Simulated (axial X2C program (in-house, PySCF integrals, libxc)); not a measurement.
Low determinants of MoO⁺ at the PBE0 level, 2c

Calculated with an in-house all-electron X2C program for linear molecules (integrals from PySCF). Two-component (2c) means X2C with spin–orbit coupling and atomic mean-field two-electron Coulomb and Gaunt terms. Basis: Mo dyall-cv3z [11s12p9d5f3g], O dyall-av3z [7s6p3d2f] (cores contracted in-house); Gaussian nuclei, density fitting, unrestricted open shells. Masses: Mo 97.905 u, O 15.995 u.

Search at 1.619 Å (vertical energies from the lowest determinant):

| ΔE (eV) | state | electrons beyond evenly filled partner blocks | electrons in ±ω = 1/2, 3/2, 5/2, 7/2 |
| --- | --- | --- | --- |
| 0.00 | Ω = 3/2 | ω = 1/2, ω = -3/2, ω = 5/2 | 33 13 3 0 |
| 0.44 | Ω = 1/2 | ω = -1/2, ω = -3/2, ω = 5/2 | 33 13 3 0 |
| 0.58 | Ω = 3/2 | ω = 3/2 | 32 13 4 0 |
| 1.26 | Ω = 1/2 | 2 × ω = 3/2, ω = -5/2 | 32 14 3 0 |
| 1.54 | Ω = 9/2 | ω = 1/2, ω = 3/2, ω = 5/2 | 33 13 3 0 |
| 1.55 | Ω = 7/2 | ω = -1/2, ω = 3/2, ω = 5/2 | 33 13 3 0 |
| 1.72 | Ω = 1/2 | ω = 1/2 | 33 12 4 0 |

Lowest determinant, Ω = 3/2 (⟨Sz⟩ = 1.50, ⟨Lz⟩ = 0.00 at PBE0): Re = 1.613 Å, ωe = 1075.0 cm⁻¹.

The determinant in row 2 of the search, Ω = 1/2 (⟨Sz⟩ = 1.50, ⟨Lz⟩ = -1.00 at PBE0), was followed along the bond at PBE0; measured from the minimum of the lowest determinant it gives:

Te = 0.413 eV (3332 cm⁻¹), Re = 1.652 Å, ωe = 1046.9 cm⁻¹.

(1) Compare the bond of the determinant in row 2 with that of the lowest one.

The search compares states at one distance, so a state with another bond length can lie lower; it is not exhaustive and yields mostly the lowest determinant of each block pattern, so other components and higher states of one pattern are missing. These are energies of single determinants, not of spin-adapted states; PBE0 term energies can be off by some tenths of an eV, and the functional has no current term. The lowest determinant need not be the ground state where others lie within half an eV.

## Answers

(1) At PBE0 its Re is 0.039 Å longer and its force constant, which goes as ωe², is 0.95 times that of the lowest determinant. T0 ≈ Te + Δωe/2 = 3332 + (-14) = 3318 cm⁻¹.
